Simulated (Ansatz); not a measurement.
`CN=C=[C](C)[AlH2]` → `C#[C][Al]([CH3])[NH]C`  (isomerisation)

Program: Ansatz. Geometries: PBE0-D4/def2-TZVP. ΔE: electronic, gas phase. CCSD(T)/CBS adds triple-zeta CCSD(T) − MP2 to the extrapolated MP2 energy (def2 sets, frozen cores). Functionals use def2-TZVPP. Each species was taken in one conformer, which may not be the lowest.

`CN=C=[C](C)[AlH2]`:

Cartesian coordinates in Å:
```
C 1.076 -1.127 2.194
N 0.953 0.097 1.438
C 0.388 0.230 0.376
C -0.254 0.479 -0.744
C 0.431 0.394 -2.091
Al -2.098 0.924 -0.434
H 0.577 -1.974 1.713
H 0.648 -0.974 3.187
H 2.135 -1.360 2.326
H -0.119 -0.258 -2.774
H 1.449 0.008 -2.008
H 0.486 1.378 -2.565
H -3.040 1.226 -1.677
H -2.633 0.957 1.058
```

`C#[C][Al]([CH3])[NH]C`:

```xyz
14

C     1.933    2.099    2.163
C     1.214    1.455    1.432
Al    0.051    0.465    0.278
C    -1.684    1.141   -0.275
N     0.677   -1.103   -0.240
C     0.077   -2.100   -1.098
H     2.567    2.666    2.806
H    -2.343    1.270    0.589
H    -2.193    0.483   -0.984
H    -1.587    2.125   -0.743
H     1.588   -1.387    0.091
H    -0.075   -3.057   -0.585
H    -0.904   -1.760   -1.438
H     0.678   -2.296   -1.995
```

| level | ΔE (kJ/mol) |
| --- | --- |
| ωB97M-V | -138.2 |
| MP2/def2-QZVPP | -153.7 |

(1) What does CCSD(T)/CBS give? (Estimate.)

Largest T1 diagnostic among the species: 0.013.

## Answers

(1) The calculation gave: -152.6 kJ/mol. The listed levels differ from it by 14.4, -1.1 kJ/mol.

From PBE to PBE0 (25 % exact exchange), in def2-TZVPP and without D4, ΔE moves by −11.3 kJ/mol. The D4 term adds +3.1 kJ/mol with B3LYP and +1.6 kJ/mol with PBE0; it sums over pairs of atoms, weighted by their polarisabilities, and B3LYP, whose exchange is more repulsive, gets the larger term. In def2-TZVPP, CCSD(T) changes the Hartree–Fock value by −4.4 kJ/mol (the triples alone add +5.1 kJ/mol) and MP2 by −8.2 kJ/mol.

B3LYP here is the variant with VWN-RPA as its local correlation; programs differ in this.
